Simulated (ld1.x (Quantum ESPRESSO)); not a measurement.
Values are calculated unless marked as measured or tabulated.
## Pseudopotentials across the periodic table

Generated with ld1.x 7.5 (TM, RRKJ, ultrasoft, PAW), atompaw 4.2 or ONCVPSP 4.0.1. The cutoff is in Ry: for ld1.x and atompaw files where the sum of valence levels is converged to 10 mRy in a Bessel basis, for ONCV files where the hardest occupied wave has 1 mHa per electron of residual kinetic energy. The error is the largest all-electron minus pseudo excitation energy over each file’s own four to seven test configurations (ionisations up to +4, promotions, holes and added fractions of an electron), all of which were solved. The labels leave out finer settings (local radius, basis sizes, second energies), which also bear on the numbers. Spin-polarised tests are not counted. The rows are a selection from randomly drawn settings: files with unsolved tests, undetermined cutoffs or missed reference levels are left out.

A true bound ghost makes a file unfit for plane-wave use even where its test errors are small: the radial tests pick states by their node count and pass the ghost by.

| element | potential | cutoff (Ry) | largest error (meV) | bound ghosts |
| --- | --- | --- | --- | --- |
| C | ultrasoft, PBEsol, scalar-relativistic, rc 1.35/2.15 (sp), local smoothed, core correction no, reference 2s2 2p2 | 15 | +143 | none |
| P | PAW, PBE, scalar-relativistic, rc 1.00/0.80 (sp), local smoothed, core correction yes, reference 2s2 2p6 3s2 3p3 | 200 | +345 | none |
| K | TM, LDA (PZ), scalar-relativistic, rc 1.65/1.95/4.20 (spd), local smoothed, core correction no, reference 3s2 3p6 3d0 4s0 4p0 | 30 | +44 | none |
| Br | TM, PBE, fully relativistic, rc 1.00/1.85/1.80 (spd), local smoothed, core correction no, reference 4s2 4p5 | 200 | +114 | none |
| Ru | ultrasoft, PBE, fully relativistic, rc 3.15/3.30/1.80 (spd), local smoothed, core correction yes, reference 4d7 5s1 5p0 | 35 | -403 | none |
| Ag | PAW, revPBE, scalar-relativistic, rc 2.40/1.60/1.35 (spd), local smoothed, core correction yes, reference 4p6 4d10 5s0 5p0 | 60 | -130 | s |
| Ta | TM, LDA (PZ), scalar-relativistic, rc 2.40/2.15/1.75 (spd), local s, core correction no, reference 5p6 5d3 6s1.5 6p0 | 30 | -1108 | none |

Question: Fill in the row for N: TM, PBE, scalar-relativistic, rc 1.00/1.35/1.15 (spd), local d, core correction yes, reference 2s2 2p3.

Answer: cutoff 70 Ry, largest error +447 meV, bound ghosts: none.

Question: Fill in the row for Ce: TM, PBEsol, scalar-relativistic, rc 3.75/3.15/3.90 (spd), local p, core correction yes, reference 5d1 6s1 6p0.

Answer: cutoff 10 Ry, largest error +42 meV, bound ghosts: s, p.

Question: Fill in the row for F: TM, PBE, scalar-relativistic, rc 0.60/0.85/0.90 (spd), local s, core correction yes, reference 2s1.5 2p5.5.

Answer: cutoff 180 Ry, largest error +335 meV, bound ghosts: none.
